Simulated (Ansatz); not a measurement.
Molecule: SnCl4, net charge -1, doublet state. 
Geometry from a B3LYP-D3(BJ)/def2-TZVP (Ansatz, a first-principles code) optimisation:
```
Sn
Cl 1 2.5095
Cl 1 2.5095 2 109.47
Cl 1 2.5095 2 109.47 3 -120.00
Cl 1 2.5095 2 109.47 3 120.00
```
Charge -1, spin multiplicity 2.

Basis-set convergence of Hartree-Fock and CCSD correlation energies (hartree) with Ansatz. Valence correlation only, unless marked. UHF or UKS for open shells. No spin-orbit coupling. Frozen are the shells of the preceding noble gas and the d and f shells that filled before the atom's block. Past Kr the def2 sets carry scalar-relativistic core potentials. This anion needs diffuse functions, which these sets lack.

```
basis       functions        E(HF)  E(corr, CCSD)
----------  ---------  -----------  -------------
def2-SVP           98  -2051.00302       -0.64534
def2-TZVPP        218            …              …
```

Question: Some entries are withheld; supply them.

Answer: 
- def2-TZVPP, E(HF): -2051.64710
- def2-TZVPP, E(corr, CCSD): -0.91983
